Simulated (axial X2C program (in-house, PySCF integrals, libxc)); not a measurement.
## Outer orbitals of WGe at 2.400 Å, PBE0

All values were computed with an axial X2C code built on PySCF integrals. Spin-free means the one-electron spin-free X2C Hamiltonian; two-component (2c) means X2C with spin–orbit coupling and atomic mean-field two-electron Coulomb and Gaunt terms, so the difference of the two also holds small scalar two-electron terms. Basis: W dyall-cv3z [13s14p9d7f4g], Ge dyall-cv3z [9s9p7d4f1g] (cores contracted in-house); Gaussian nuclei, density fitting, unrestricted open shells. Masses: W 183.951 u, Ge 73.921 u.

The distance is close to the 2c PBE0 minimum; the highest filled and lowest empty levels are listed.

Spin-free orbitals, state M_S = 2, Λ = 1 (beyond evenly filled blocks: σα, π+α, π+β, π-α, δ+α, δ-α) (Löwdin shares):

| symmetry | occupied | ε (eV) | atomic character |
| --- | --- | --- | --- |
| δ+β | yes | -32.09 | 100% Ge d |
| δ-β | yes | -32.06 | 100% Ge d |
| δ-α | yes | -32.05 | 100% Ge d |
| δ+α | yes | -32.05 | 100% Ge d |
| π+β | yes | -31.95 | 100% Ge d |
| π-β | yes | -31.94 | 100% Ge d |
| π-α | yes | -31.92 | 100% Ge d |
| π+α | yes | -31.92 | 100% Ge d |
| σβ | yes | -31.92 | 100% Ge d |
| σα | yes | -31.90 | 100% Ge d |
| σβ | yes | -12.90 | 66% Ge s, 11% W p, 11% W d |
| σα | yes | -12.75 | 62% Ge s, 13% W d, 12% W s |
| σα | yes | -6.58 | 56% W s, 28% Ge p, 5% W p |
| π-α | yes | -6.24 | 77% W d, 18% Ge p, 2% Ge d |
| π+α | yes | -6.24 | 77% W d, 18% Ge p, 2% Ge d |
| σα | yes | -6.16 | 68% W d, 20% Ge p, 6% Ge s |
| δ-α | yes | -5.96 | 99% W d |
| δ+α | yes | -5.96 | 99% W d |
| σβ | yes | -5.76 | 61% Ge p, 20% W s, 11% W d |
| π+β | yes | -5.06 | 60% Ge p, 28% W d, 6% W p |
| π-β | no | -3.25 | 59% Ge p, 28% W d, 7% W p |
| π+α | no | -2.23 | 42% W p, 39% Ge p, 16% W d |
| π-α | no | -2.23 | 42% W p, 39% Ge p, 16% W d |
| σβ | no | -2.04 | 55% W s, 22% W d, 12% W p |

Spinors with spin–orbit coupling (state Ω = 3):

| ω | occupied | ε (eV) | atomic character | λ mixture |
| --- | --- | --- | --- | --- |
| 3/2 | yes | -32.39 | 100% Ge d | 87% δ, 13% π |
| -3/2 | yes | -32.35 | 100% Ge d | 85% δ, 15% π |
| 1/2 | yes | -32.26 | 100% Ge d | 65% π, 35% σ |
| -1/2 | yes | -32.24 | 100% Ge d | 61% π, 39% σ |
| -5/2 | yes | -31.84 | 100% Ge d | 100% δ |
| 5/2 | yes | -31.82 | 100% Ge d | 100% δ |
| -3/2 | yes | -31.73 | 100% Ge d | 85% π, 15% δ |
| 3/2 | yes | -31.73 | 100% Ge d | 87% π, 13% δ |
| -1/2 | yes | -31.70 | 100% Ge d | 61% σ, 39% π |
| 1/2 | yes | -31.70 | 100% Ge d | 65% σ, 35% π |
| -1/2 | yes | -12.90 | 66% Ge s, 11% W p, 11% W d | 100% σ |
| 1/2 | yes | -12.73 | 62% Ge s, 13% W d, 12% W s | 100% σ |
| 1/2 | yes | -6.56 | 57% W s, 27% Ge p, 6% W d | 100% σ |
| -1/2 | yes | -6.36 | 77% W d, 17% Ge p, 2% Ge d | 97% π, 3% σ |
| -3/2 | yes | -6.23 | 99% W d | 98% δ, 2% π |
| 1/2 | yes | -6.16 | 68% W d, 20% Ge p, 6% Ge s | 98% σ, 2% π |
| 3/2 | yes | -6.10 | 76% W d, 19% Ge p, 2% Ge d | 100% π |
| -1/2 | yes | -5.75 | 61% Ge p, 20% W s, 11% W d | 98% σ, 2% π |
| 5/2 | yes | -5.65 | 99% W d | 100% δ |
| 1/2 | yes | -5.12 | 59% Ge p, 28% W d, 6% W p | 98% π, 2% σ |
| -3/2 | no | -3.16 | 59% Ge p, 29% W d, 7% W p | 99% π, 1% δ |
| -1/2 | no | -2.38 | 43% W p, 38% Ge p, 15% W d | 98% π, 2% σ |
| 3/2 | no | -2.11 | 40% W p, 39% Ge p, 17% W d | 99% π, 1% δ |
| -1/2 | no | -2.05 | 54% W s, 22% W d, 14% W p | 99% σ, 1% π |

Q: How does the gap between the highest filled and lowest empty level change from the spin-free to the 2c table?

A: From 1.81 to 1.96 eV at PBE0, a change of 0.15 eV.

Mulliken charges and populations of the two-component result (they depend on the basis, above all on diffuse functions):

W -0.04 e (s 11.14 p 24.14 d 24.74 f 14.01), Ge 0.04 e (s 7.86 p 14.04 d 10.05 f 0.01). ⟨Lz⟩ = 1.03 ħ and ⟨Sz⟩ = 1.97 ħ (2.23 and -0.26 on the two atoms), which add up to Ω.

The state is one determinant whose occupation by symmetry is held fixed; it was picked as the lowest of a PBE0 search that is not exhaustive. Density functionals use the spin component along the axis (collinear). PBE0 can misorder states that lie within some tenths of an eV, so this need not be the ground state of the molecule. The nearest other spin-free determinant of the search, M_S = 1, Λ = 2, lies 0.59 eV up at the distance of the search. The functionals have no current-density term, which raises determinants with orbital currents, atoms included. With several unpaired electrons one determinant need not be a pure state. Open-shell Ω = 0 determinants with evenly filled partner blocks cannot be reached by this program, so the Ω shown need not be the lowest component. The determinant is spin-polarised beyond a pure state at some levels (its spin-free form has ⟨S²⟩ too high), which makes Re and μ there less reliable.
